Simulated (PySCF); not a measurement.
arsenic trifluoride cation (AsF3), SMILES F[As](F)F (connectivity only; charge and spin as stated), charge +1, multiplicity 2. Atoms are numbered in the order given.

```xyz
4

F      1.3435     0.7757    -0.3452
As     0.0000     0.0000     0.2824
F     -1.3435     0.7757    -0.3452
F      0.0000    -1.5513    -0.3452
```
Charge +1, spin multiplicity 2.

Coordinates come from a ωB97X-D3(BJ)/def2-SVP optimisation. The multiplicity is an assumed one; other spin states were not compared.

Method: r2SCAN/def2-TZVPD (PySCF).

Gas-phase values at a fixed geometry.

Computed frontier levels, dipole moment and polarisability:
```
Item                                                               Result
------------------------------------------------  -----------------------
α spin, highest occupied and lowest empty level       -16.78 and -8.44 eV
β spin, highest occupied and lowest empty level      -18.41 and -14.71 eV
dipole moment about the centre of nuclear charge                   1.96 D
mean static polarisability                           25.6 bohr³ (3.79 Å³)
polarisability, principal values                   21.2, 27.8, 27.8 bohr³
⟨S²⟩                                              0.754 (pure state 0.75)
```
